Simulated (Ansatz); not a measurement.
# Active spaces for FeH, quartet

Computed with Ansatz's Gaussian-basis code (development build). Basis def2-SVP, nonrelativistic, 5 orbitals frozen in the corrections. State-specific CASSCF; RHF is the lowest restricted (open-shell) Hartree–Fock solution met. Letters tell apart solutions met in one space. Small basis; these aren't basis-limit values. Solutions may break the symmetry of the shape. Lower solutions, or ones in other orbitals, may exist.

Geometry: bond length 3.2200 Å. A bond is stretched, to 1.98 times the sum of the covalent radii.

CASSCF less RHF, in eV, and natural occupations:

```
    CAS  CASSCF                               occupations
(9,7) a  -0.560  1.95, 1.94, 1.93, 1.06, 1.06, 1.00, 0.06
(9,7) b  -0.550  2.00, 2.00, 1.94, 1.00, 1.00, 1.00, 0.06
```

Task: What totals less RHF do the corrections give on each solution?

Result: 

```
    CAS  SC-NEVPT2
(9,7) a     -6.807
(9,7) b     -6.887
```

Task: In CAS(9,7), is the solution lowest in CASSCF also lowest after SC-NEVPT2?

Result: No: (9,7) b is lowest after SC-NEVPT2, 0.08 eV under (9,7) a, which leads in CASSCF.
